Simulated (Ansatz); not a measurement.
A run on C₆H₁₀O₂, SMILES `CCC(=O)CC(C)=O` with other settings.

```yaml
crystal:
  periodic: [false, false, false]
  atoms:
    - {symbol: C, position_ang: [-1.965833, 2.126539, 0.223003]}
    - {symbol: C, position_ang: [-0.927362, 0.918742, 1.011265]}
    - {symbol: C, position_ang: [-1.011882, -0.027801, 0.095820]}
    - {symbol: O, position_ang: [-0.991827, -0.251537, -1.214135]}
    - {symbol: C, position_ang: [0.067181, -1.013107, 0.609187]}
    - {symbol: C, position_ang: [1.600947, -0.734992, -0.056858]}
    - {symbol: C, position_ang: [2.381623, -1.445398, -1.289704]}
    - {symbol: O, position_ang: [2.215199, 0.234871, 0.703653]}
    - {symbol: H, position_ang: [-1.389344, 2.389129, -0.646483]}
    - {symbol: H, position_ang: [-2.177532, 2.815384, 0.904062]}
    - {symbol: H, position_ang: [-3.045321, 1.492011, -0.006878]}
    - {symbol: H, position_ang: [-1.511165, 0.656687, 1.746219]}
    - {symbol: H, position_ang: [-0.150281, 1.201136, 1.409313]}
    - {symbol: H, position_ang: [0.045959, -2.221745, 0.326127]}
    - {symbol: H, position_ang: [0.390317, -0.893522, 1.777630]}
    - {symbol: H, position_ang: [2.349434, -2.596772, -1.305700]}
    - {symbol: H, position_ang: [1.500258, -1.125333, -2.083321]}
    - {symbol: H, position_ang: [3.034225, -0.494515, -1.632013]}
basis:
  gaussian: {orbitals: aug-pcseg-2}
hamiltonian: {xc: {name: HF}}
correlation: {method: rpa}
```

```sh
$ ansatz run in.yaml --threads 2 --pin off --events-out ev --progress --plain --max-ram 32768MiB --backend cuda --devices 0, --max-vram 18GiB
```

Output, abridged:

```
Functional definition: HF
3622 factors; integrals over basis functions are off by at most 1.0e-3 eV
mean field evaluation 1: about -10399.8944 eV, gradient 5.8e1 eV
mean field evaluation 2: about -10400.1721 eV, gradient 5.8e1 eV
mean field evaluation 4: about -10408.4350 eV, gradient 9.3e0 eV
mean field evaluation 8: about -10408.7520 eV, gradient 5.7e-1 eV
mean field evaluation 16: about -10408.7548 eV, gradient 1.7e-6 eV
mean field -10408.75478458 eV, -382.5146830258 hartree, gradient 1.7e-6 eV, S^2 0.000000; 1 other end points of the search recorded, 0 dependent functions left out; unrestricted orbitals would lower it
8 core orbitals not correlated: weight in the atoms' cores, before any rotation towards them, 1.000 or more for the frozen orbitals, at most 0.000 for the correlated occupied ones
reference -10408.75478458 eV, -382.5146830258 hartree; 23, 23 occupied and 567, 567 virtual orbitals, 3622 factors
Total energy: -10456.50941201 eV, -384.2696332148 hartree
```

Hardware: 2 threads of an AMD EPYC 7R13 on a shared host and a share of an NVIDIA H100 80 GB. Wall time 13 s, peak host memory 5.3 GiB.
